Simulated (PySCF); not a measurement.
Structure from 2D NMR

Compound of formula C5H15BO3Si. Correlations simulated from computed shifts and the bond graph:

HSQC (one-bond C–H):
| δH | δC |
| --- | --- |
| 3.62 | 52.3 |
| 0.14 | 0.5 |

HMBC (two and three bonds, from the bond graph):
| δH | δC |
| --- | --- |
| 0.14 | 0.5 |

[PySCF: σ from GIAO-CAM-B3LYP/pcSseg-1; PBE0-D3(BJ)/def2-SVP structure; one computed conformer; no solvent; no relativistic terms; rapidly exchanging positions averaged]

Scale: ¹H (σ = 31.33 ppm), ¹³C (σ = 182.45 ppm) against TMS (reference shieldings calculated alike).

Exchangeable hydrogens are left out of these lists.

Question: Assemble the structure.

Answer: SMILES COB(OC)O[Si](C)(C)C.

Numbering as in the mapped SMILES `[CH3:1][O:2][B:3]([O:4][CH3:5])[O:6][Si:7]([CH3:8])([CH3:9])[CH3:10]`. Hydrogens are named by the atom that carries them.

δC 52.3 is C1/C5, a methyl carbon bonded to O (δH 3.62). δC 0.5 is C8/C9/C10, a methyl carbon bonded to Si (δH 0.14).

This is the structure that produced the data.

Shifts are as computed, not scaled to solution data. Of 1211 compounds with measured shifts, 218 miss one by over three times the rms of a fit or turn the order of signals round; such compounds aren't used in these exercises.
